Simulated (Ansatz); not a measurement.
`C[BH][Al]([CH3])[F]` + CH₃NH₂ → `C[NH][Al]([CH3])[F]` + `BC` at 600 K and 1 bar (cleavage of the Al–B bond).

Program: Ansatz. Geometries: PBE0-D4/def2-TZVP. ΔE: electronic, gas phase. CCSD(T)/CBS adds triple-zeta CCSD(T) − MP2 to the extrapolated MP2 energy (def2 sets, frozen cores). This one scheme is used for every species. Each species was taken in one conformer, which may not be the lowest.

| species | CCSD(T)/CBS energy (Eh) | H − E (kJ/mol) | S (J/(mol·K)) |
| --- | --- | --- | --- |
| `C[BH][Al]([CH3])[F]` | -446.98354 | 297.7 | 497.9 |
| CH₃NH₂ | -95.75281 | 199.3 | 283.8 |
| `C[NH][Al]([CH3])[F]` | -476.95256 | 311.0 | 467.0 |
| `BC` | -65.83255 | 180.5 | 296.9 |

H − E and S are ideal-gas, rigid-rotor, harmonic terms from PBE0-D4/def2-TZVP, for one conformer and one mirror image of each species. 1 Eh = 2625.50 kJ/mol, R = 8.31446 J/(mol·K).

Question: By hand: ΔE, ΔH, ΔS and ΔG.

Answer: ΔE = (-476.95256) + (-65.83255) − (-446.98354) − (-95.75281) = -0.04876 Eh = -128.0 kJ/mol. Δ(H − E) = 311.0 + 180.5 − 297.7 − 199.3 = -5.5, so ΔH = -133.5 kJ/mol. ΔS = 467.0 + 296.9 − 497.9 − 283.8 = -17.8 J/(mol·K). ΔG = -133.5 − 600 × (-17.8)/1000 = -122.8 kJ/mol.

Question: By hand: the equilibrium constant, and the temperature at which ΔG would vanish if ΔH and ΔS stayed fixed.

Answer: log₁₀ K = −ΔG/(RT ln 10) = 10.7. ΔG = 0 at ΔH/ΔS = 7500 K, far beyond where these terms or the molecules hold.

ΔH outweighs TΔS. A doubt of 5 kJ/mol in ΔE shifts log₁₀ K by 0.4 here. Other conformers and mirror images would add mixing entropy, several J/(mol·K) or more a flexible species. Modes under 60 cm⁻¹, often nearly free rotors, make the harmonic entropy too high. These are equilibria of isolated gas molecules and say nothing of rates. Largest T1 diagnostic: 0.011 (customary marks: 0.02 for closed shells, 0.045 for open ones).
